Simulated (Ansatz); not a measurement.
One change: `[SiH3][SnH2][Cl]` becomes `[Cl][SnH2][I]`.

Ansatz, PBE0-D4/def2-TZVP geometries, multiplicity 1. 

Elements past krypton have def2 core potentials.  Spin–orbit coupling is left out; it splits and shifts lone-pair levels of the heavy atoms by tenths of an eV.

```json
{"property": "size of the dipole moment (PBE/def2-TZVPP) / D", "`[SiH3][SnH2][Cl]`": "2.61"}
{"property": "HOMO–LUMO gap (PBE/def2-TZVPP) / eV", "`[SiH3][SnH2][Cl]`": "5.00"}
{"property": "size of the dipole moment (B3LYP/def2-TZVPP) / D", "`[SiH3][SnH2][Cl]`": "2.75"}
{"property": "HOMO energy (B3LYP/def2-TZVPP) / eV", "`[SiH3][SnH2][Cl]`": "-7.81"}
{"property": "HOMO–LUMO gap (PBE0/def2-TZVPP) / eV", "`[SiH3][SnH2][Cl]`": "6.97"}
{"property": "LUMO energy (B3LYP/def2-TZVPP) / eV", "`[SiH3][SnH2][Cl]`": "-1.27"}
```

Task: What does the change do to each property? (Best estimate.)

Result: Computed: 
```tsv
property	`[Cl][SnH2][I]`	shift
size of the dipole moment (PBE/def2-TZVPP) / D	2.04	-0.57
HOMO–LUMO gap (PBE/def2-TZVPP) / eV	4.07	-0.93
size of the dipole moment (B3LYP/def2-TZVPP) / D	2.14	-0.61
HOMO energy (B3LYP/def2-TZVPP) / eV	-7.64	0.17
HOMO–LUMO gap (PBE0/def2-TZVPP) / eV	6.05	-0.92
LUMO energy (B3LYP/def2-TZVPP) / eV	-2.12	-0.85
```

With PBE0 the HOMO rises by 0.14 eV and the LUMO falls by 0.78 eV, so the gap narrows by about 0.92 eV. PBE moves the HOMO by 0.11 eV and ωB97M-V by 0.04 eV. The zero-point energy changes by -62.6 kJ/mol with -9 modes. Dipoles are sizes alone; their direction can turn.

B3LYP here is the variant with VWN-RPA as its local correlation; programs differ in this.
